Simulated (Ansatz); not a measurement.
Sn(OH)4 (SnO4H4). Total charge 0; singlet. Geometry relaxed at r2SCAN-D4/def2-SVP.

```
atom    x (Å)    y (Å)    z (Å)
 Sn1  -0.0005  -0.0003   0.0001
  O2   0.8115  -0.9952  -1.4989
  H3   0.1737  -1.6280  -1.8624
  O4   1.5038   0.5477   1.1548
  H5   2.2329  -0.0858   1.0744
  O6  -1.3453  -1.2150   0.7829
  H7  -2.0457  -0.7023   1.2142
  O8  -0.9699   1.6626  -0.4381
  H9  -0.3605   2.4163  -0.4270
```

In the def2 sets Sn takes a core potential; there is no spin–orbit coupling.

(1) Estimate the harmonic wavenumbers at RKS r2SCAN-D4/def2-SVP (Ansatz, unscaled). Is this a minimum?

Answers

(1) 103, 124, 159, 159, 176, 177, 222, 223, 272, 603, 635, 646, 646, 843, 863, 870, 870, 3818, 3818, 3818, 3820 cm⁻¹. Yes, no mode is imaginary beyond noise. Zero-point energy 136.8 kJ/mol. Hardware: 4 threads of Arm Neoverse V2 on a shared host. Wall time 56 s.
